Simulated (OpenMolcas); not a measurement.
Cu4+: CASPT2 settings compared

* Program: OpenMolcas
* Basis: ANO-L-VDZP [5s4p2d1f]
* Scalar Hamiltonian: non-relativistic, point nucleus
* Active space: 7 electrons in 5 orbitals (3d)
* State averaging: 2S+1 = 4 even, 10 roots; 2S+1 = 2 even, 35 roots kept (CI in the orbitals of an earlier block)
* Spin-orbit coupling: RASSI with atomic mean-field integrals over the reference wave functions, term energies averaged over their components

Methods on the same reference wave functions:
A. CASSCF
B. SS-CASPT2, IPEA 0.5 Eh, sigma2 regulariser 0.2 Eh (closed shells correlated: none)
C. SS-CASPT2, IPEA 0.5 Eh, imaginary shift 0.05 Eh (closed shells correlated: none)
D. XMS-CASPT2, IPEA 0.6 Eh, imaginary shift 0.3 Eh (closed shells correlated: 2s 2p 3s 3p)

Energies in cm⁻¹ above 3d⁷ ⁴F_9/2, the measured ground level; measured values from Sugar and Musgrove, J. Phys. Chem. Ref. Data 19, 527 (1990).

| Level | A | B | C | D | Measured |
| --- | --- | --- | --- | --- | --- |
| 3d⁷ ⁴F_9/2 | 0.0 | 0.0 | 0.0 | 0.0 | 0.0 |
| 3d⁷ ⁴F_7/2 | 1696 | 1696 | 1696 | 1698 | 1616 |
| 3d⁷ ⁴F_5/2 | 2915 | 2910 | 2910 | 2910 | 2759 |
| 3d⁷ ⁴F_3/2 | 3739 | 3730 | 3730 | 3730 | 3528 |
| 3d⁷ ⁴P_5/2 | 25024 | 23380 | 23380 | 22310 | 20827 |
| 3d⁷ ²G_9/2 | 25062 | 25010 | 25010 | 24350 | 22575 |
| 3d⁷ ⁴P_3/2 | 25413 | 23850 | 23850 | 22490 | 21066 |
| 3d⁷ ⁴P_1/2 | 26297 | 24680 | 24680 | 23510 | 21935 |
| 3d⁷ ²G_7/2 | 26717 | 26670 | 26670 | 25980 | 24100 |
| 3d⁷ ²P_3/2 [72 %] | 33044 | 32490 | 32490 | 28460 | 27016 |
| 3d⁷ ²H_11/2 | 33339 | 33210 | 33210 | 33250 | 30402 |
| 3d⁷ ²P_1/2 | 34814 | 34540 | 34540 | 29860 | 28367 |
| 3d⁷ ²H_9/2 | 34847 | 34720 | 34720 | 34740 | 31823 |
| 3d⁷ ²D_5/2 | 36157 | 34760 | 34760 | 32920 | 30966 |
| 3d⁷ ²D_3/2 | 38865 | 37700 | 37700 | 35390 | 33292 |
| 3d⁷ ²F_5/2 | 57419 | 55730 | 55730 | 53920 | 49490 |
| 3d⁷ ²F_7/2 | 58076 | 56390 | 56390 | 54580 | 50072 |

Deviations, from unrounded energies. A percentage is the sum of absolute deviations over the sum of measured energies, with the sign that they share, or ± where signs differ.

| Against measurement | Levels | A | B | C | D |
| --- | --- | --- | --- | --- | --- |
| mean absolute deviation (cm-1) | 16 | 4000 | 3200 | 3200 | 1900 |
| fine structure of the ground term (%) | 3 | +5.6 | +5.5 | +5.5 | +5.5 |
| other terms of the ground configuration (%) | 13 | +16.1 | +13.1 | +13.1 | +7.6 |

D lies closest to measurement on these levels and A furthest from it. The largest miss of D in the table is 3d⁷ ²F_7/2, by +4500 cm-1. The ranking rests on the paired levels alone, and a cruder setting can come out closer through cancelling errors.

Among B to D the level of the table that moves most is 3d⁷ ²P_1/2, by 4700 cm-1 (lowest in D, highest in B). Moves below CASPT2's spread within the term are not significant.

The mean deviations of B to D differ by less than CASPT2's widest spread within a term (1900 cm-1), so their order carries little weight.

From A to B the spin-free energies of the other terms of 3d⁷ shown, above ⁴F, scale by factors of 0.93 to 1.00.

The lowest spin-free term lies below A's lowest term by 0.111 hartree in B, 0.111 hartree in C, 0.294 hartree in D.

CASPT2 does not keep the components of a term degenerate, so their means are used; among the terms shown or strongly mixed into the levels shown the widest spread is 1900 cm-1 (3d⁷ ⁴F, D). Terms from blocks run as CI alone lack orbitals of their own. The basis is small and was not contracted for so high a charge. The CASPT2 spread within a term exceeds the gap to the next term for 3d⁷ ²P and 3d⁷ ²H, so the order of their levels is uncertain (figures for B; the like holds for C, D). Without dynamic correlation excited terms often stand tens of per cent too high (terms of higher spin than the ground term too low), and those without a measured partner can miss by more than the paired ones (holds for A). Some levels mix across a computed gap that differs much from the measured one, so their mixing is not that of the real levels (holds for B; C). Some terms miss by over 15 % even with CASPT2, which points to a basis or an active space too small for the shells correlated (holds for B; C). Computed and measured levels are paired by configuration, term and J; levels that our copy of the source lacks, or whose pairing is in doubt (as where it misses far off the trend of its configuration), stay unpaired and out of the deviations. Only configurations of the active space appear.

A share in square brackets marks a mixed level and gives the weight of the term that names it, the lowest over the columns.
